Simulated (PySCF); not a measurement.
**One molecule, a ladder of functionals, a line**

Molecule: `C[C@@H](N)B(O)O`, C$_{2}$H$_{8}$BNO$_{2}$.

Geometry:
| atom | x (Å) | y (Å) | z (Å) |
| --- | --- | --- | --- |
| C1 | -1.472 | -0.231 | -0.507 |
| C2 | -0.171 | 0.524 | -0.231 |
| N3 | -0.405 | 1.536 | 0.801 |
| B4 | 1.039 | -0.469 | 0.055 |
| O5 | 1.797 | -0.269 | 1.166 |
| O6 | 1.369 | -1.520 | -0.755 |
| H7 | -2.283 | 0.476 | -0.736 |
| H8 | -1.381 | -0.933 | -1.352 |
| H9 | -1.783 | -0.819 | 0.373 |
| H10 | 0.082 | 1.072 | -1.162 |
| H11 | -0.531 | 1.064 | 1.697 |
| H12 | 0.446 | 2.082 | 0.929 |
| H13 | 2.501 | -0.925 | 1.235 |
| H14 | 0.785 | -1.607 | -1.514 |

GIAO shieldings (ppm, equivalent atoms averaged) in PySCF 2.14.0 with density-fitted response routines on the PBE0-D3(BJ)/def2-SVP geometry, basis pcSseg-1, gas phase, non-relativistic:

| functional | exact exchange (%) | σ(C2) | σ(B4) | σ(O5/O6) |
| --- | --- | --- | --- | --- |
| BLYP | 0 | 134.6 | 62.7 | 203.7 |
| BP86 | 0 | 140.7 | 65.6 | 204.9 |
| PBE | 0 | 140.9 | 65.1 | 204.2 |
| B3LYP | 20 | 141.2 | 66.1 | 211.4 |
| mPW1PW91 | 25 | 147.4 | 69.3 | 213.6 |
| BHandHLYP | 50 | 149.0 | 71.3 | 222.0 |
| HF | 100 | 160.6 | 81.5 | 237.6 |

Question: Fit each shielding as a line in the percentage of exact exchange.

Answer: σ(C2) = 138.9 + 0.22 x (rms 2.4 ppm); σ(B4) = 64.1 + 0.17 x (rms 1.2 ppm); σ(O5/O6) = 204.6 + 0.34 x (rms 0.6 ppm). The functionals also differ in their semilocal parts, which the line can't hold; Hartree–Fock has no correlation at all.

Question: What does the line predict for PBE0 (25 %), and what does the run give?

Answer: σ(C2): 144.4 predicted, 148.2 computed; σ(B4): 68.3 predicted, 69.3 computed; σ(O5/O6): 213.1 predicted, 213.8 computed ppm.
